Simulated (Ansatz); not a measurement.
Relaxation of C7H14N2O3S⁻, that is 1-ethyl-3-methylimidazolium mesylate with one electron more (charge -1, doublet) with UKS PBE-D4/def2-SVP in Ansatz.

Positions (Å) and forces (eV/Å) at steps 12, 13, 16, 17, 18, 19, 20, 21, 22, 25, 26 of 36:

```xyz
27
step=12 energy=-27402.9127 eV
C     2.918    1.523    0.526   -0.011    0.004   -0.001
C     2.074    0.274    0.784    0.022    0.010   -0.003
N     0.847    0.580    1.504   -0.012   -0.010   -0.002
C     0.286   -0.280    2.450    0.009    0.001    0.005
C    -1.075   -0.158    2.405   -0.012   -0.005    0.007
N    -1.409    0.779    1.439    0.013    0.006    0.003
C    -2.672    0.850    0.748   -0.055    0.004    0.004
C    -0.214    1.296    0.857    0.007    0.010   -0.013
H     3.846    1.260   -0.023   -0.005    0.005    0.001
H     3.194    2.031    1.476   -0.003   -0.008   -0.021
H     2.354    2.247   -0.096    0.012   -0.023    0.016
H     1.822   -0.214   -0.189    0.005    0.006    0.009
H     2.646   -0.456    1.398   -0.010    0.011   -0.007
H     0.911   -0.891    3.111    0.003   -0.001   -0.002
H    -1.840   -0.640    3.025   -0.011   -0.002    0.005
H    -2.597    0.388   -0.266   -0.004    0.015    0.020
H    -2.986    1.915    0.622    0.013   -0.046    0.000
H    -3.449    0.328    1.345    0.037    0.025   -0.027
H    -0.184    1.310   -0.252    0.001   -0.001    0.005
C    -0.640   -2.154   -3.270    0.001    0.004   -0.005
S    -0.479   -0.891   -1.947   -0.014    0.022    0.001
O    -1.626    0.052   -2.213    0.017   -0.021    0.002
O    -0.593   -1.676   -0.673    0.005    0.000    0.000
O     0.879   -0.282   -2.197   -0.010   -0.008    0.003
H    -0.566   -1.650   -4.253    0.000    0.000    0.003
H     0.177   -2.892   -3.151   -0.001    0.002   -0.002
H    -1.624   -2.649   -3.162    0.004    0.002   -0.002
27
step=13 energy=-27402.9133 eV
C     2.904    1.514    0.505   -0.018    0.016    0.008
C     2.073    0.262    0.792    0.022   -0.008   -0.008
N     0.845    0.572    1.507    0.004    0.013    0.010
C     0.282   -0.281    2.459   -0.011   -0.012   -0.011
C    -1.079   -0.154    2.414    0.014    0.009    0.017
N    -1.409    0.783    1.447    0.000   -0.005   -0.006
C    -2.673    0.857    0.756   -0.048    0.002   -0.003
C    -0.213    1.290    0.858    0.005    0.000    0.002
H     3.834    1.248   -0.041   -0.006    0.001    0.002
H     3.177    2.047    1.443   -0.006   -0.014   -0.029
H     2.330    2.217   -0.133    0.018   -0.026    0.020
H     1.825   -0.247   -0.171    0.006    0.012    0.017
H     2.653   -0.449    1.422   -0.014    0.016   -0.013
H     0.906   -0.890    3.122    0.000   -0.004   -0.001
H    -1.846   -0.629    3.037   -0.006    0.001    0.006
H    -2.605    0.377   -0.250   -0.003    0.011    0.020
H    -2.972    1.923    0.611    0.009   -0.036    0.003
H    -3.456    0.356    1.364    0.034    0.020   -0.026
H    -0.185    1.295   -0.251    0.000    0.005   -0.003
C    -0.624   -2.141   -3.280    0.000   -0.004   -0.007
S    -0.474   -0.892   -1.943   -0.010    0.017    0.018
O    -1.629    0.045   -2.199    0.007   -0.015   -0.004
O    -0.582   -1.691   -0.678    0.009    0.007   -0.009
O     0.878   -0.268   -2.186   -0.006   -0.010    0.002
H    -0.555   -1.626   -4.257    0.000    0.002    0.003
H     0.199   -2.873   -3.169   -0.001    0.002   -0.002
H    -1.604   -2.646   -3.178    0.003    0.001   -0.003
27
step=16 energy=-27402.9150 eV
C     2.874    1.469    0.441   -0.025    0.016    0.014
C     2.058    0.228    0.808    0.021   -0.005   -0.022
N     0.838    0.564    1.526    0.007    0.033    0.002
C     0.269   -0.273    2.487   -0.011   -0.024   -0.012
C    -1.091   -0.134    2.445    0.003    0.019    0.019
N    -1.415    0.799    1.472    0.001   -0.019   -0.012
C    -2.678    0.865    0.775   -0.013    0.005   -0.007
C    -0.215    1.288    0.874   -0.001   -0.006    0.000
H     3.800    1.178   -0.096   -0.002    0.000    0.002
H     3.149    2.060    1.342   -0.010   -0.025   -0.033
H     2.288    2.124   -0.236    0.019   -0.027    0.020
H     1.801   -0.329   -0.126    0.005    0.014    0.034
H     2.653   -0.445    1.465   -0.012    0.014   -0.015
H     0.890   -0.882    3.154   -0.004   -0.002   -0.002
H    -1.860   -0.593    3.078    0.005    0.004    0.001
H    -2.612    0.361   -0.218   -0.002    0.007    0.012
H    -2.965    1.929    0.601    0.003   -0.018    0.005
H    -3.466    0.390    1.395    0.011    0.005   -0.011
H    -0.191    1.287   -0.235    0.003    0.005    0.007
C    -0.569   -2.108   -3.297    0.001   -0.005    0.000
S    -0.463   -0.874   -1.940   -0.001    0.029   -0.011
O    -1.658    0.016   -2.177    0.028   -0.027    0.007
O    -0.528   -1.695   -0.685    0.010    0.015   -0.021
O     0.862   -0.192   -2.183   -0.038   -0.023    0.016
H    -0.524   -1.571   -4.264   -0.001   -0.006    0.008
H     0.283   -2.809   -3.204   -0.010    0.012    0.000
H    -1.529   -2.652   -3.201    0.014    0.008   -0.001
27
step=17 energy=-27402.9154 eV
C     2.839    1.392    0.351   -0.056    0.018    0.048
C     2.031    0.178    0.823    0.034    0.051   -0.074
N     0.828    0.564    1.552    0.028    0.043   -0.037
C     0.253   -0.253    2.527    0.025   -0.061   -0.011
C    -1.105   -0.108    2.484   -0.037    0.051    0.040
N    -1.427    0.819    1.502    0.015   -0.053   -0.033
C    -2.686    0.871    0.797    0.015    0.004    0.000
C    -0.223    1.287    0.895   -0.003    0.010   -0.009
H     3.761    1.058   -0.171   -0.024    0.017    0.032
H     3.121    2.054    1.204   -0.024   -0.087   -0.108
H     2.249    1.989   -0.377    0.038   -0.085    0.079
H     1.752   -0.438   -0.067    0.011    0.049    0.109
H     2.640   -0.451    1.511   -0.010    0.033   -0.039
H     0.870   -0.855    3.205   -0.005   -0.003   -0.011
H    -1.876   -0.551    3.126    0.002    0.005    0.007
H    -2.616    0.350   -0.188    0.000    0.003   -0.005
H    -2.975    1.930    0.605    0.001    0.008   -0.003
H    -3.476    0.405    1.420   -0.017   -0.010    0.014
H    -0.201    1.282   -0.213    0.008    0.013    0.019
C    -0.488   -2.061   -3.307    0.002   -0.040    0.011
S    -0.452   -0.831   -1.939    0.007    0.192   -0.051
O    -1.714   -0.023   -2.154    0.259   -0.176    0.041
O    -0.443   -1.668   -0.689    0.001    0.070   -0.099
O     0.824   -0.054   -2.189   -0.269   -0.160    0.055
H    -0.488   -1.508   -4.268   -0.004   -0.038    0.032
H     0.413   -2.706   -3.230   -0.097    0.079   -0.001
H    -1.411   -2.671   -3.209    0.101    0.070   -0.006
27
step=18 energy=-27402.9186 eV
C     2.839    1.397    0.359   -0.047    0.024    0.021
C     2.035    0.182    0.828    0.027    0.009   -0.046
N     0.830    0.564    1.554    0.020    0.029   -0.004
C     0.254   -0.255    2.527   -0.001   -0.027   -0.010
C    -1.104   -0.105    2.486   -0.007    0.025    0.010
N    -1.423    0.819    1.501    0.008   -0.026   -0.016
C    -2.683    0.875    0.797    0.002    0.007    0.001
C    -0.219    1.289    0.897   -0.014   -0.008    0.004
H     3.762    1.068   -0.163   -0.011    0.007    0.014
H     3.119    2.058    1.210   -0.019   -0.059   -0.068
H     2.245    1.990   -0.367    0.035   -0.050    0.047
H     1.758   -0.435   -0.060    0.011    0.028    0.066
H     2.646   -0.445    1.517   -0.017    0.023   -0.029
H     0.871   -0.860    3.202   -0.003    0.001   -0.004
H    -1.876   -0.546    3.129    0.004    0.004    0.001
H    -2.616    0.353   -0.187   -0.001    0.001    0.002
H    -2.967    1.936    0.603    0.000   -0.003    0.003
H    -3.475    0.413    1.422   -0.001   -0.001   -0.002
H    -0.195    1.285   -0.212    0.004    0.004    0.007
C    -0.492   -2.064   -3.318    0.001   -0.012    0.017
S    -0.458   -0.843   -1.944    0.005    0.147   -0.035
O    -1.721   -0.039   -2.154    0.167   -0.117    0.031
O    -0.448   -1.685   -0.698    0.009    0.055   -0.071
O     0.813   -0.061   -2.190   -0.176   -0.111    0.049
H    -0.495   -1.511   -4.277   -0.003   -0.016    0.018
H     0.409   -2.705   -3.243   -0.040    0.034   -0.001
H    -1.411   -2.676   -3.219    0.045    0.030   -0.005
27
step=19 energy=-27402.9228 eV
C     2.819    1.351    0.311   -0.016    0.026   -0.053
C     2.026    0.159    0.838    0.020   -0.005    0.030
N     0.834    0.567    1.570   -0.024   -0.001    0.013
C     0.253   -0.251    2.545    0.020   -0.020    0.003
C    -1.106   -0.111    2.492    0.020    0.045   -0.045
N    -1.421    0.797    1.491   -0.116   -0.019    0.055
C    -2.686    0.875    0.799    0.030   -0.036    0.012
C    -0.218    1.278    0.903    0.006    0.060   -0.002
H     3.755    1.005   -0.176    0.011   -0.009    0.006
H     3.077    2.064    1.123    0.001    0.000   -0.008
H     2.230    1.881   -0.464    0.012    0.004    0.031
H     1.735   -0.488   -0.020   -0.017   -0.058    0.003
H     2.645   -0.442    1.541    0.023   -0.007   -0.011
H     0.868   -0.853    3.224   -0.003    0.006    0.011
H    -1.879   -0.546    3.137   -0.007   -0.002   -0.014
H    -2.628    0.370   -0.195   -0.005    0.010    0.010
H    -2.968    1.941    0.628    0.011    0.013    0.002
H    -3.477    0.406    1.420    0.025   -0.001   -0.007
H    -0.178    1.284   -0.203   -0.006    0.009   -0.017
C    -0.449   -2.034   -3.297    0.010   -0.050   -0.084
S    -0.470   -0.796   -1.946    0.021   -0.033    0.134
O    -1.763   -0.057   -2.167   -0.045    0.035   -0.014
O    -0.425   -1.617   -0.687   -0.008   -0.016   -0.067
O     0.764    0.035   -2.190    0.014    0.012   -0.043
H    -0.473   -1.501   -4.268    0.003    0.008    0.023
H     0.476   -2.638   -3.215   -0.002    0.010    0.011
H    -1.341   -2.682   -3.196    0.021    0.020    0.023
27
step=20 energy=-27402.9298 eV
C     2.781    1.282    0.233   -0.070    0.079   -0.063
C     2.005    0.126    0.862    0.041    0.011   -0.019
N     0.832    0.578    1.604   -0.012    0.022    0.004
C     0.245   -0.227    2.588    0.009   -0.022   -0.024
C    -1.115   -0.094    2.521    0.037    0.054   -0.046
N    -1.424    0.801    1.509   -0.148   -0.032    0.078
C    -2.690    0.890    0.821    0.027   -0.034    0.003
C    -0.220    1.288    0.932    0.044    0.040   -0.010
H     3.719    0.905   -0.227   -0.012    0.013    0.028
H     3.034    2.065    0.986   -0.020   -0.096   -0.095
H     2.184    1.738   -0.589    0.076   -0.072    0.156
H     1.687   -0.580    0.058    0.003   -0.009    0.053
H     2.643   -0.429    1.587    0.021    0.019   -0.040
H     0.857   -0.825    3.274   -0.007    0.006    0.010
H    -1.890   -0.526    3.165   -0.014    0.003   -0.012
H    -2.633    0.396   -0.179   -0.004    0.003    0.011
H    -2.970    1.958    0.662    0.011    0.007    0.004
H    -3.480    0.413    1.436    0.025    0.002   -0.012
H    -0.170    1.305   -0.173   -0.016   -0.002   -0.020
C    -0.379   -1.994   -3.318    0.006   -0.085   -0.120
S    -0.467   -0.775   -1.953    0.019    0.008    0.211
O    -1.808   -0.117   -2.154    0.073   -0.014   -0.004
O    -0.361   -1.615   -0.707   -0.026    0.035   -0.106
O     0.715    0.134   -2.188   -0.087   -0.038   -0.053
H    -0.444   -1.454   -4.283    0.007   -0.006    0.037
H     0.582   -2.544   -3.249   -0.053    0.046    0.011
H    -1.232   -2.697   -3.217    0.068    0.061    0.020
27
step=21 energy=-27402.9281 eV rejected
C     2.744    1.206    0.156   -0.160    0.141   -0.019
C     1.990    0.089    0.890    0.078   -0.018   -0.113
N     0.829    0.586    1.629    0.008    0.003   -0.032
C     0.236   -0.200    2.627   -0.016    0.008   -0.025
C    -1.124   -0.065    2.552    0.054    0.023   -0.049
N    -1.428    0.806    1.520   -0.100   -0.026    0.088
C    -2.694    0.898    0.833    0.001   -0.014   -0.002
C    -0.221    1.284    0.941    0.049    0.018   -0.003
H     3.682    0.801   -0.282   -0.029    0.035    0.046
H     2.997    2.053    0.846   -0.057   -0.255   -0.197
H     2.130    1.586   -0.699    0.158   -0.143    0.309
H     1.655   -0.685    0.148    0.065    0.147    0.146
H     2.652   -0.408    1.641   -0.028    0.066   -0.108
H     0.844   -0.786    3.326   -0.008    0.008    0.012
H    -1.904   -0.486    3.199   -0.012    0.008   -0.008
H    -2.641    0.399   -0.164   -0.004    0.007    0.015
H    -2.970    1.968    0.671    0.005   -0.011    0.003
H    -3.485    0.426    1.451    0.019    0.007   -0.011
H    -0.167    1.290   -0.164   -0.015    0.018   -0.001
C    -0.312   -1.939   -3.338    0.002   -0.121   -0.108
S    -0.465   -0.753   -1.947   -0.027    0.127    0.203
O    -1.860   -0.186   -2.112    0.393   -0.135    0.005
O    -0.282   -1.617   -0.723   -0.052    0.145   -0.209
O     0.650    0.245   -2.181   -0.321   -0.243   -0.019
H    -0.431   -1.387   -4.294    0.012   -0.041    0.074
H     0.689   -2.423   -3.292   -0.160    0.101    0.010
H    -1.114   -2.703   -3.233    0.146    0.142   -0.007
27
step=22 energy=-27402.9153 eV rejected
C     2.767    1.256    0.205    0.054   -0.130    0.120
C     2.015    0.115    0.879   -0.044   -0.103   -0.093
N     0.834    0.584    1.604    0.044   -0.031   -0.037
C     0.240   -0.230    2.574   -0.105    0.107    0.154
C    -1.117   -0.062    2.524   -0.044   -0.290    0.130
N    -1.432    0.832    1.523    0.477    0.174   -0.201
C    -2.677    0.878    0.803   -0.137    0.164   -0.024
C    -0.214    1.304    0.929   -0.093   -0.145    0.073
H     3.689    0.876   -0.282   -0.048    0.006   -0.026
H     3.050    2.028    0.950    0.012    0.073   -0.003
H     2.131    1.705   -0.571   -0.062    0.117   -0.226
H     1.699   -0.650    0.125    0.066    0.146    0.022
H     2.690   -0.384    1.609   -0.109   -0.036    0.106
H     0.843   -0.813    3.281    0.002   -0.011   -0.031
H    -1.902   -0.510    3.148    0.046    0.015    0.036
H    -2.590    0.380   -0.192   -0.003   -0.014    0.010
H    -2.971    1.942    0.635   -0.056   -0.049   -0.031
H    -3.467    0.389    1.406   -0.047   -0.011    0.014
H    -0.180    1.293   -0.180    0.007    0.037    0.054
C    -0.371   -1.967   -3.326   -0.013    0.129    0.336
S    -0.480   -0.775   -1.921    0.071   -0.032   -0.503
O    -1.832   -0.134   -2.110    0.025   -0.026    0.069
O    -0.354   -1.637   -0.699    0.006   -0.001    0.091
O     0.681    0.151   -2.177    0.003    0.058    0.151
H    -0.452   -1.408   -4.274   -0.017    0.039   -0.068
H     0.602   -2.483   -3.252    0.052   -0.052   -0.045
H    -1.203   -2.680   -3.209   -0.087   -0.134   -0.078
27
step=25 energy=-27402.9431 eV
C     2.720    1.157    0.125   -0.043    0.017    0.053
C     1.984    0.075    0.916    0.027    0.014   -0.043
N     0.828    0.603    1.648    0.021    0.018   -0.019
C     0.233   -0.163    2.661   -0.005   -0.030   -0.037
C    -1.126   -0.032    2.581   -0.015    0.045    0.042
N    -1.434    0.837    1.548    0.039   -0.042   -0.008
C    -2.692    0.897    0.845   -0.013   -0.008   -0.011
C    -0.222    1.296    0.954    0.004   -0.016    0.014
H     3.645    0.733   -0.321   -0.003    0.008    0.018
H     2.998    2.020    0.774   -0.030   -0.100   -0.073
H     2.088    1.504   -0.719    0.033   -0.037    0.073
H     1.643   -0.733    0.220    0.028    0.090    0.058
H     2.661   -0.381    1.677   -0.031    0.025   -0.046
H     0.838   -0.733    3.376   -0.007    0.000   -0.013
H    -1.908   -0.446    3.230    0.002    0.012    0.010
H    -2.623    0.378   -0.142   -0.007    0.003    0.000
H    -2.980    1.959    0.657    0.004   -0.006   -0.001
H    -3.483    0.427    1.463   -0.003    0.004    0.003
H    -0.180    1.287   -0.152    0.011    0.015    0.009
C    -0.286   -1.911   -3.383    0.006   -0.024    0.011
S    -0.459   -0.766   -1.956   -0.041    0.057    0.002
O    -1.868   -0.238   -2.087    0.197   -0.089    0.004
O    -0.232   -1.649   -0.756   -0.007    0.098   -0.102
O     0.614    0.271   -2.195   -0.139   -0.138    0.040
H    -0.438   -1.334   -4.317    0.000   -0.036    0.038
H     0.732   -2.352   -3.360   -0.093    0.050    0.000
H    -1.054   -2.705   -3.284    0.067    0.069   -0.021
27
step=26 energy=-27402.9469 eV
C     2.723    1.144    0.128   -0.042   -0.013    0.041
C     1.985    0.074    0.931    0.026   -0.011   -0.041
N     0.830    0.608    1.658    0.012   -0.035   -0.011
C     0.231   -0.155    2.672    0.003    0.037    0.018
C    -1.127   -0.008    2.601   -0.001   -0.030   -0.018
N    -1.431    0.844    1.553    0.020    0.034   -0.002
C    -2.689    0.897    0.847    0.000    0.009    0.003
C    -0.218    1.300    0.960   -0.022   -0.022    0.002
H     3.648    0.715   -0.310   -0.001    0.002    0.012
H     2.998    2.014    0.764   -0.014   -0.043   -0.033
H     2.091    1.478   -0.719    0.013   -0.010    0.021
H     1.641   -0.738    0.242    0.017    0.050    0.030
H     2.661   -0.377    1.694   -0.022    0.014   -0.028
H     0.834   -0.727    3.387    0.001    0.011    0.003
H    -1.909   -0.409    3.258    0.007    0.000   -0.003
H    -2.620    0.364   -0.132   -0.001    0.000    0.002
H    -2.974    1.956    0.645   -0.001   -0.007   -0.003
H    -3.481    0.437    1.471   -0.002    0.002    0.000
H    -0.172    1.288   -0.145    0.004    0.004    0.002
C    -0.280   -1.904   -3.410    0.006   -0.007    0.014
S    -0.472   -0.778   -1.971   -0.043    0.075    0.004
O    -1.897   -0.291   -2.085    0.171   -0.077    0.007
O    -0.209   -1.663   -0.781   -0.001    0.090   -0.080
O     0.566    0.292   -2.213   -0.109   -0.123    0.053
H    -0.458   -1.325   -4.337    0.000   -0.027    0.026
H     0.750   -2.314   -3.399   -0.062    0.031   -0.003
H    -1.022   -2.722   -3.310    0.042    0.046   -0.018
```

The highest occupied level of the relaxed charge -1 doublet lies above zero (up to 2.08 eV). By energy differences it is unbound by 0.27 eV (each at its own geometry, against the charge 0 singlet, at PBE-D4/def2-SVP) and held by the finite basis.
